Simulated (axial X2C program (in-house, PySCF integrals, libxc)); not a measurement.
## Potential curves of RbCl⁺, two-component

Calculated with an in-house all-electron X2C program for linear molecules (integrals from PySCF). Two-component (2c) means X2C with spin–orbit coupling and atomic mean-field two-electron Coulomb and Gaunt terms. Basis: Rb dyall-cv3z [12s13p8d4f1g], Cl dyall-av3z [9s8p3d2f] (cores contracted in-house); Gaussian nuclei, density fitting, unrestricted open shells. Masses: Rb 84.912 u, Cl 34.969 u.

State: Ω = 3/2 (⟨Sz⟩ = 0.50, ⟨Lz⟩ = 1.00 at HF). Energies in eV from the fragments at the same level (Rb+ + Cl). Fits are polynomials in 1 − R0/R over 0.85 to 1.23 times the lowest point R0.

```json
{"R (Å)": "3.0102", "CCSD": "", "PBEsol": "-0.0973", "PBE0": "-0.0233"}
{"R (Å)": "3.1486", "CCSD": "-0.1380", "PBEsol": "-0.1449", "PBE0": "-0.0825"}
{"R (Å)": "3.2524", "CCSD": "-0.1641", "PBEsol": "-0.1605", "PBE0": "-0.1047"}
{"R (Å)": "3.3562", "CCSD": "-0.1766", "PBEsol": "-0.1652", "PBE0": "-0.1147"}
{"R (Å)": "3.4600", "CCSD": "-0.1800", "PBEsol": "-0.1627", "PBE0": "-0.1165"}
{"R (Å)": "3.5811", "CCSD": "-0.1767", "PBEsol": "-0.1543", "PBE0": "-0.1121"}
{"R (Å)": "3.7022", "CCSD": "-0.1688", "PBEsol": "-0.1428", "PBE0": "-0.1036"}
{"R (Å)": "3.8579", "CCSD": "-0.1553", "PBEsol": "-0.1261", "PBE0": "-0.0897"}
{"R (Å)": "4.0482", "CCSD": "", "PBEsol": "-0.1057", "PBE0": "-0.0717"}
{"R (Å)": "4.3250", "CCSD": "", "PBEsol": "-0.0793", "PBE0": "-0.0473"}
```

Correlated methods: 15 electrons correlated (number of frozen shells: Rb 3 s, 2 p, 1 d; Cl 2 s, 1 p), 261 virtual spin orbitals or spinors in MP2, 90 natural virtuals in coupled cluster.

Occupations by symmetry block were frozen at the best pattern of an incomplete PBE0 search. Dissociation energies refer to the lowest single-determinant-based atoms at the same level and basis. Density functionals use the spin component along the axis (collinear). CCSD ran in a truncated set of natural virtual spinors with an MP2 remainder; without triples it tends to underbind. The 2c atoms are single determinants rather than J levels; their spin–orbit lowering is only partly caught, and De is too large by that part. This holds for PBEsol, PBE0. Other states lie close and PBE0, whose exact exchange favours high spin, may order them wrongly; the determinant shown need not be the ground state. The nearest other 2c determinant of the search, Ω = 1/2, lies 0.07 eV up at the distance of the search. The functionals have no current-density term, which raises determinants with orbital currents, atoms included. The atomic limit has a lower orbital projection than the molecule and lies lower at mean-field level, so De may be about a tenth of an eV too small. Coupled cluster ran on the points near the minimum only. MP2 and coupled cluster on one determinant become unreliable at the stretched end.

**Question.** Fit the CCSD curve near its minimum: give the equilibrium distance, the harmonic wavenumber and the well depth.

**Answer.** At CCSD, 2c: Re = 3.461 Å, ωe ≈ 77 cm⁻¹, De = 0.18 eV to Rb+ + Cl; Be follows as 0.0568 cm⁻¹.

**Question.** Fit the PBEsol curve near its minimum: give the equilibrium distance, the harmonic wavenumber and the well depth.

**Answer.** At PBEsol, 2c: Re = 3.364 Å, ωe ≈ 83.1 cm⁻¹, De = 0.17 eV to Rb+ + Cl; Be follows as 0.0601 cm⁻¹.

**Question.** Fit the PBE0 curve near its minimum: give the equilibrium distance, the harmonic wavenumber and the well depth.

**Answer.** At PBE0, 2c: Re = 3.437 Å, ωe ≈ 76.7 cm⁻¹, De = 0.12 eV to Rb+ + Cl; Be follows as 0.0576 cm⁻¹.
